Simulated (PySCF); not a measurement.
Positional isomers: cyclohexane cyano+boryl. All species are isolated molecules in the gas phase. One relaxed conformer stands for each flexible species; it need not be the lowest. Strings in code marks are SMILES.

The T1 excitation (TDA) from two functionals at the same geometries (PBE0-D3(BJ)/def2-SVP), both in PySCF: PBE-D3(BJ)/def2-TZVP and TPSSh-D3(BJ)/def2-TZVP. Excitations are Tamm–Dancoff values on a coarser integration grid. The basis has no diffuse functions, so Rydberg states are missing or too high.

| species | PBE-D3(BJ)/def2-TZVP (eV) | TPSSh-D3(BJ)/def2-TZVP (eV) |
|---|---|---|
| `BC1(C#N)CCCCC1` | 4.03 | 4.37 |
| `C1C[C@H](C#N)CC[C@@H]1B` | 4.36 | 4.84 |
| `[C@H]1(B)CC[C@@H](CC1)C#N` | 4.42 | 4.87 |
| `C1C[C@H](C[C@H](C#N)C1)B` | 4.43 | 4.89 |
| `B[C@@H]1CCC[C@H](C#N)C1` | 4.84 | 5.28 |
| `C1CC[C@@H](B)[C@H](C1)C#N` | 4.34 | 4.85 |
| `B[C@@H]1CCCC[C@H]1C#N` | 4.33 | 4.83 |

Over these rows, drawn at random from the members with no instability flagged (it was tested for open shells, ions and some series alone), PBE minus TPSSh-D3(BJ): mean -0.46 eV, from -0.51 eV to -0.35 eV.
